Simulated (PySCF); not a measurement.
B(CCH)2(F), C₄H₂BF, SMILES C#CB(F)C#C, PBE0/def2-SVP optimised geometry. Atoms within 1.6 Å of the plane z = 0.0 Å (x, y, z in Å): B1 (-0.92, -1.06, 0.00), C2 (-1.73, 0.24, 0.00), C3 (-2.35, 1.29, 0.00), H4 (-2.90, 2.22, 0.00), C5 (0.60, -1.06, 0.00), C6 (1.82, -1.04, 0.00), H7 (2.90, -1.03, -0.01), F8 (-1.57, -2.22, 0.00).

Computed with PBE0/def2-TZVP in PySCF. Cells within 0.4 Å of a nucleus heavier than hydrogen are left out (blank, or x).

Map of the HOMO amplitude (bohr^(-3/2)) on the plane z = 0.0 Å; orbital energy -8.36 eV, overall sign arbitrary:

```
|4444444444444444444444444444444|
|4444444444444444444444444444444|
|4444444444444444444444444444444|
|4444444444444444444444444444444|
|4444444444444444444444444444444|
|4444444444444444444444444444444|
|4444444444444444444444444444444|
|4444444444444444444444444444444|
|4444444433334444444444444444444|
|4445555422233444444444444444444|
|44455565x0123344444444444444444|
|4455567xxx123344444444444444444|
|44555689x2112344445555544444444|
|4455567885102344555555554444444|
|445556678xx01344555555555444444|
|444555678xx22345666666655544444|
|4445555666533456787787655544444|
|444455555554x4568x8899655544444|
|444445555544xx55xx55xx544444444|
|444444444444xx44xx11xx234444444|
|4444444444444443211101234444444|
|4444444443xx5443322222334444444|
|4444444443xx5444333333344444444|
|4444444444555444443334444444444|
|4444444444454444444444444444444|
|4444444444444444444444444444444|
|4444444444444444444444444444444|
|4444444444444444444444444444444|
|4444444444444444444444444444444|
|4444444444444444444444444444444|
|4444444444444444444444444444444|
```
Scale: ten equal steps from -0.184 (start of '0') to 0.204 (end of '9'), in the order '0123456789'; x runs from -5.00 to 5.00, y from -5.00 (bottom) to 5.00 (top).
